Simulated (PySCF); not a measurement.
Compound: C₈H₁₄N₂.
SMILES with atom numbers: `[CH3:1][c:2]1[cH:3][cH:4][n:5]([CH2:6][CH:7]([CH3:8])[CH3:9])[n:10]1`

Cartesian coordinates in Å at the GFN2-xTB level; atoms count from 1:
```
atom  x, y, z in Å
C1     3.3811   -1.6668    0.1243
C2     2.3960   -0.5531    0.0889
C3     2.5413    0.7476    0.6054
C4     1.3599    1.3799    0.2999
N5     0.5945    0.4872   -0.3582
C6    -0.7462    0.6770   -0.8337
C7    -1.7922    0.4442    0.2698
C8    -3.1618    0.9193   -0.2067
C9    -1.8286   -1.0308    0.6557
N10    1.2110   -0.6860   -0.4843
H11    3.8449   -1.7330    1.1065
H12    4.1668   -1.5002   -0.6126
H13    2.8817   -2.6032   -0.1070
H14    3.3876    1.1534    1.1210
H15    1.0213    2.3789    0.4916
H16   -0.9077   -0.0337   -1.6472
H17   -0.8355    1.6958   -1.2229
H18   -1.4990    1.0332    1.1468
H19   -3.9126    0.7297    0.5564
H20   -3.4522    0.3916   -1.1125
H21   -3.1505    1.9865   -0.4179
H22   -0.8353   -1.3786    0.9272
H23   -2.4957   -1.1891    1.4995
H24   -2.1805   -1.6300   -0.1811
```

Probes without a nucleus sit at each ring's centroid and 1 Å off its mean plane on both sides; NICS is minus the shielding there, NICSzz its component along the normal. Level: GIAO PBE0/pcSseg-1 (PySCF, non-relativistic, gas phase) on the GFN2-xTB geometry, one conformer.

Ring bond lengths (Å), with Mayer bond orders in brackets: C2–C3 1.407 (1.28), C3–C4 1.374 (1.47), C4–N5 1.348 (1.15), N5–N10 1.331 (1.20), N10–C2 1.323 (1.48).

**Question.** Give the NICS values of each ring in ppm.

**Answer.** 
```csv
ring,type,NICS(0),"NICS(1), two faces","NICS(1)zz, two faces",rms pucker (Å),"centre to ring atoms, mean (Å)"
C2–C3–C4–N5–N10,5-membered ring with 2 N; formal bonds all aromatic,-12.6,-11.6 / -11.3,-29.9 / -28.4,0.00,1.15
```

**Question.** What do they say, and how far can they be read as aromaticity?

**Answer.** 
- C2–C3–C4–N5–N10: mean NICS(1)zz -29.1 ppm, shielded, aromatic by this magnetic criterion (flat ring, no four-coordinate atom).

**Question.** How equal are the bonds by HOMA? HOMA takes Krygowski's 1993 parameters.

**Answer.** 
- C2–C3–C4–N5–N10: HOMA 0.95; the largest term is that of C2–C3, α(R − Ropt)² = 0.09. The geometric and the magnetic index point the same way.
